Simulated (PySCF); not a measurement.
Input of a run (PBE0-D3(BJ)/def2-SVP geometry optimisation, gas phase (PySCF 2.14.0)), started from GFN2-xTB:
```
{"job": {"xc": "PBE0", "basis": "def2-SVP", "d3": "d3bj", "grid": 2, "kind": "geom"}, "charge": 0, "multiplicity": 1}
C     -2.642086    -0.595347     0.615990
C     -1.680724     0.190458     0.142394
Cl    -2.104974     1.739048    -0.517752
C     -0.256406    -0.117107     0.105828
Cl     0.164520    -1.662024     0.770606
C      0.723455     0.643998    -0.377356
Si     2.527643     0.103023    -0.391014
H     -3.673497    -0.294089     0.597941
H     -2.412266    -1.559421     1.032038
H      0.449233     1.605238    -0.785294
H      2.960618    -0.174873     0.978122
H      2.648500    -1.091347    -1.227247
H      3.291595     1.212931    -0.961983
```

Output (energies in Eh, forces in Eh/bohr):
```
step   0  E = -1364.78585813  max force = 0.016618
step   1  E = -1364.78831105  max force = 0.002949
step   2  E = -1364.78834761  max force = 0.001390
step   3  E = -1364.78835790  max force = 0.001340
step   4  E = -1364.78838271  max force = 0.000613
step   5  E = -1364.78838438  max force = 0.000312
optimisation converged
```

Summarise the run.

The energy falls by 0.069 eV over 6 energy and gradient evaluations, the largest force component goes from 0.0166 to 3.1e-04 Eh/bohr, and the atoms move by 0.047 Å rms after alignment. Among the bonds, Si7–H11, Si7–H12 and Si7–H13 change most and about equally (+0.030 to +0.031 Å). Bonds longer at the end by more than 0.005 Å: 10 of 12; shorter: 1. Among the angles that change most is C6–Si7–H12, from 108.5° to 110.7°. The energy never rose by more than 1e-6 Eh on the way. The first step brought 97 % of the lowering.

What are the final bond lengths?

C1=C2 1.338 Å, C2–Cl3 1.740 Å, C2–C4 1.473 Å, C4–Cl5 1.747 Å, C4=C6 1.342 Å, C6–Si7 1.874 Å, C1–H8 1.090 Å, C1–H9 1.090 Å, C6–H10 1.095 Å, Si7–H11 1.493 Å, Si7–H12 1.494 Å, Si7–H13 1.493 Å. Numbering counts from 1 in the input's order; the species is `C=C(Cl)/C(Cl)=C/[SiH3]`.

The run used 140 basis functions and 44 SCF cycles in all. Hardware: Arm Neoverse V1, one thread, no GPU, shared host with 32 logical CPUs at a one-minute load of 18. Cost: 56 s, 0.71 GiB resident at most.

PBE0-D3(BJ)/def2-SVP frequencies: not computed here. The numbers are those of one conformer.

The values belong to the conformer `[CH2:1]=[C:2]([Cl:3])/[C:4]([Cl:5])=[CH:6]/[SiH3:7]`: C1–C2–C4–Cl5 0°.
